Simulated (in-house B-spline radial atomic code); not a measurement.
Ionising Ni IX (Ni8+) with different functionals

Computed with an all-electron radial atomic-structure program (B-spline basis): four-component Dirac-Coulomb Hamiltonian, Fermi nucleus of rms radius 3.7757 fm, spin-restricted, spherical fractional occupations for the functionals. The ionisation energy is the difference of two self-consistent energies, [Ar] 3d2 → [Ar] 3d1, without Breit or QED terms; ε is the level of the shell that loses the electron (mean over j). The electron is taken from both j subshells in proportion to 2j + 1, so the result is a j average, not the step between ground levels.

Hybrids are left out here: with spherical fractional occupations of an open shell their exact exchange keeps a self-interaction that integer-occupation calculations don't have.

```tsv
method	rung	ΔSCF (eV)	-ε(3d) (eV)
LDA VWN5	LDA	191.70	176.08
relativistic LDA	LDA	?	?
LDA PW92	LDA	191.69	176.07
LDA exchange-only	LDA	189.51	173.91
PBE	GGA	191.34	175.74
PBEsol	GGA	?	?
BLYP	GGA	191.30	175.69
RPBE	GGA	191.24	175.65
PW91	GGA	191.54	175.93
BP86	GGA	191.44	175.83
AM05	GGA	191.36	175.75
OLYP	GGA	191.95	176.34
```

Problem. What does relativistic LDA give?

Solution. ΔSCF 191.73 eV, and -ε(3d) = 176.10 eV.

Problem. What does PBEsol give?

Solution. ΔSCF 191.30 eV, and -ε(3d) = 175.69 eV.

Problem. How do they compare with the NIST value?

Solution. NIST lists 193.2 eV ± 0.5 (semi-empirical, ground level to ground level). Errors run from -3.69 to -1.25 eV. The correlated functionals all miss on the same side by more than they spread, so the cause is common to them (Breit-QED terms, spin polarisation, the choice among j levels, multiplet and fine-structure energies, or a listed next ion that isn't the cheapest removal here) and closeness doesn't rank the functionals.
